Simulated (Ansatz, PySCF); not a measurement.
Nb(O)2(OH) (HNbO3), SMILES [O]=[Nb](=[O])[OH], multiplicity 1. Atoms are numbered in the order given.

```xyz
5

Nb    -0.1145     0.0676     0.0939
O     -0.6885    -1.4175    -0.5304
O     -0.5229     1.2987    -1.0224
O      1.7391     0.0619     0.5653
H      2.5056    -0.5098     0.4738
```

Coordinates come from a PBE0-D3(BJ)/def2-SVP optimisation. The spin state was assumed, not searched. The def2 effective core potentials stand for the cores of Nb; spin–orbit coupling is left out. One conformer was computed; it need not be the lowest.

Two levels are set side by side: PBE-D3(BJ)/def2-SVP (Ansatz, a program for electronic structure) and PBE0-D3(BJ)/def2-SVP (Ansatz). Each level has its own optimised geometry; the coordinates shown are those of the second. Frequencies come from the Hessian of PySCF at each geometry. Differences are taken from unrounded values.

| quantity | PBE0-D3(BJ) |
|---|---|
| mean bond length (Å) | 1.574 |
| bond Nb1–O2 (Å) | 1.710 |
| bond Nb1–O3 (Å) | 1.711 |
| bond Nb1–O4 (Å) | 1.913 |
| bond O4–H5 (Å) | 0.961 |
| highest harmonic wavenumber (cm⁻¹) | 3960 |
| mean harmonic wavenumber (cm⁻¹) | 905 |
| zero-point energy (kcal/mol) | 11.65 |

Task: What does PBE-D3(BJ) give, and how far is it from PBE0-D3(BJ)? (An estimate is asked for; the answer gives what the named calculation found.)

Result: 
```tsv
quantity	PBE-D3(BJ)	PBE-D3(BJ) minus PBE0-D3(BJ)
mean bond length (Å)	1.592	0.019
bond Nb1–O2 (Å)	1.733	0.023
bond Nb1–O3 (Å)	1.734	0.023
bond Nb1–O4 (Å)	1.930	0.017
bond O4–H5 (Å)	0.973	0.012
highest harmonic wavenumber (cm⁻¹)	3777	-183
mean harmonic wavenumber (cm⁻¹)	874	-32
zero-point energy (kcal/mol)	11.24	-0.41
```

Exact exchange shortens and stiffens bonds; PBE has none. Differences between two approximate levels are no errors against the true value.
